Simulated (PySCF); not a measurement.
Compound: C7H10Si.
Atom-mapped SMILES: `[SiH3:1][CH2:2][C@@:3]12[CH:4]=[CH:5][C@H:6]3[C@@H:7]1[C@@H:8]23` (hydrogens: H9, H10, H11 on Si1; H12, H13 on C2; H14 on C4; H15 on C5; H16 on C6; H17 on C7; H18 on C8)

Method used: TDDFT PBE0/def2-SVPD, vertical, gas phase, core orbitals frozen in the response (PySCF 2.14.0, density-fitted response routines). One conformer (not necessarily the lowest) at the GFN2-xTB geometry, without solvent, vibrations or thermal averaging.

Computed states:

| state | E (eV) | f |
| --- | --- | --- |
| S1 | 5.43 | 0.055 |
| S2 | 5.96 | 0.022 |
| S3 | 6.13 | 0.0002 |
| S4 | 6.40 | 0.0046 |
| S5 | 6.57 | 0.015 |
| S6 | 6.73 | 0.0044 |

Broadening: Gaussians 0.5 eV wide at half height, area fixed by f = 4.319×10⁻⁹ ∫ε dν̃. The width is an assumption, not a result. The curve ends short of the highest state used, and states not computed would add to its high-energy end.

Task: What does the envelope look like, and where are its maxima?

Result: 
(E (eV), ε (L mol⁻¹ cm⁻¹)): (4.68, 6), (4.74, 15), (4.81, 42), (4.87, 91), (4.93, 185), (4.99, 347), (5.06, 651), (5.12, 1024), (5.18, 1487), (5.25, 2081), (5.31, 2548), (5.37, 2886), (5.43, 3033), (5.50, 2941), (5.56, 2680), (5.62, 2338), (5.69, 1952), (5.75, 1701), (5.81, 1543), (5.88, 1443), (5.94, 1381), (6.00, 1305), (6.06, 1203), (6.13, 1072)

Maxima: 228 nm (5.44 eV), ε about 3000, made up of S1 (98%) (ε in L mol⁻¹ cm⁻¹; maxima over ε = 5, shares over 10%).

Task: On this curve, what absorbance would a 10⁻⁴ mol/L sample give at 254 nm over a 1 cm path?

Result: 254 nm is 4.881 eV, where ε is about 110 L mol⁻¹ cm⁻¹, so A = ε c l ≈ 0.011 (Beer–Lambert, with the gas-phase spectrum and the assumed width).

Task: Coming from long wavelengths, where does ε first pass 100 L mol⁻¹ cm⁻¹?

Result: At about 254 nm (4.88 eV), 0.55 eV below S1.

Task: Does any computed singlet lie in the visible range?

Result: No computed singlet lies in the visible range (380 to 750 nm); the lowest, at 228 nm, stands 2.17 eV above its violet end (3.26 eV).

Hardware: one thread, Arm Neoverse V1 (aarch64), shared host with 32 logical CPUs at a one-minute load of 16. Cost: 48 s, 0.98 GiB resident at most.
